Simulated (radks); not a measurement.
The caesium anion Cs-, [Xe] 6s2, held by a Watson sphere: a shell of charge +1 at radius R that stands for the Madelung well of a crystal (potential energy -1/R inside, -1/r outside, in hartree with lengths in bohr). All-electron calculation, scalar-relativistic Kohn-Sham, LB94 model potential, spin-polarised, spherical densities, finite nucleus; Fermi nuclear charge, rms radius of each element as measured or else 0.836 A^(1/3) + 0.57 fm. Program: a radial shooting solver on a logarithmic mesh with Libxc functionals. Response by self-consistent Sternheimer equations with the Hartree and adiabatic LDA kernel, the relativistic mass of each level held fixed and spin-orbit coupling left out. The sphere does not respond.

| R (bohr) | e(5s) (eV) | e(5p) (eV) | e(6s) (eV) | <r> 6s (bohr) | sum of <r^2> (bohr^2) | X-ray form factor at sin(theta)/lambda = 0.2 1/angstrom | alpha (bohr^3) |
|---|---|---|---|---|---|---|---|
| 3.29 | -32.670 | -19.046 | -5.682 | 4.643 | 99.18 | 43.968 | 214.8 |
| 3.79 | -31.993 | -18.370 | -5.533 | 4.756 | 101.7 | 43.969 | 234.9 |
| 3.84 | -31.937 | -18.313 | -5.516 | 4.768 | 102.0 | 43.969 | 237.4 |
| 4.55 | -31.298 | -17.665 | -5.230 | 4.957 | 106.2 | 43.979 | 278.7 |
| 4.82 | -31.115 | -17.479 | -5.113 | 5.029 | 107.8 | 43.983 | 297.0 |
| 4.96 | -31.029 | -17.392 | -5.052 | 5.065 | 108.7 | 43.985 | 306.9 |
| 6.24 | -30.430 | -16.784 | -4.515 | 5.364 | 116.1 | 43.992 | 404.9 |
